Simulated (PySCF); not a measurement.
## Steps of a relaxation of Tl(SH)3

Tl(SH)3 (singlet; a saddle point, relaxed within its symmetry). PySCF 2.14.0, RKS PBE0, Tl def2-SVP with ECP60, S def2-SVP, H def2-SVP; non-relativistic Hamiltonian with scalar-relativistic core potentials where named; density fitting; no spin-orbit coupling. Origin of the start: template. Columns: position (Å) and force (eV/Å). Energies are counted from the last step; some of the 7 steps are shown. Forces carry noise of the integration grid, about 0.01 to 0.03 eV/Å.

Run from Python with OMP_NUM_THREADS=2. Where DIIS fails, smearing, a level shift and second-order steps follow.
It took 17 s on 2 threads of Arm Neoverse V2, on a shared host, from the converged density of the start.

```xyz
7
step 0  E = 0.250 eV
Tl    0.0000    0.0000   -0.0129    -0.01    0.00    1.16
S     2.4985    0.0000   -0.0129     0.39    0.00   -0.77
H     2.8285    0.0000    1.2871    -0.40    0.00    0.39
S    -1.2492    2.1638   -0.0129    -0.18    0.33   -0.78
H    -1.4142    2.4496    1.2871     0.20   -0.34    0.39
S    -1.2493   -2.1638   -0.0129    -0.18   -0.33   -0.78
H    -1.4143   -2.4496    1.2871     0.20    0.34    0.39
```

```xyz
7
step 2  E = 0.021 eV
Tl    0.0000    0.0000    0.1136     0.01    0.00    0.02
S     2.5035    0.0000   -0.0594     0.04    0.00    0.30
H     2.6990    0.0000    1.2914    -0.14    0.00   -0.29
S    -1.2517    2.1681   -0.0594    -0.02    0.03    0.28
H    -1.3495    2.3375    1.2914     0.07   -0.12   -0.30
S    -1.2518   -2.1681   -0.0594    -0.02   -0.03    0.28
H    -1.3495   -2.3374    1.2914     0.07    0.12   -0.30
```

```xyz
7
step 4  E = 0.000 eV
Tl    0.0000    0.0000    0.0510     0.00    0.00   -0.01
S     2.4957    0.0000   -0.0488     0.03    0.00    0.02
H     2.5879    0.0000    1.3016    -0.01    0.00   -0.01
S    -1.2478    2.1614   -0.0488    -0.02    0.03    0.01
H    -1.2939    2.2412    1.3016     0.01   -0.01   -0.01
S    -1.2479   -2.1614   -0.0488    -0.02   -0.03    0.01
H    -1.2940   -2.2412    1.3016     0.01    0.01   -0.01
```

Where does the relaxation end?

It converges at step 6 in C3v:
```xyz
7
step 6  E = 0
Tl    0.0000    0.0000    0.0246
S     2.4986    0.0000   -0.0451
H     2.5596    0.0000    1.3068
S    -1.2493    2.1639   -0.0451
H    -1.2798    2.2167    1.3068
S    -1.2493   -2.1638   -0.0451
H    -1.2799   -2.2167    1.3068
```

How did the contacts change?


```csv
contact,start (Å),end (Å)
Tl1–S2 (SH),2.499,2.500
Tl1–S4 (SH),2.499,2.500
Tl1–S6 (SH),2.499,2.500
```
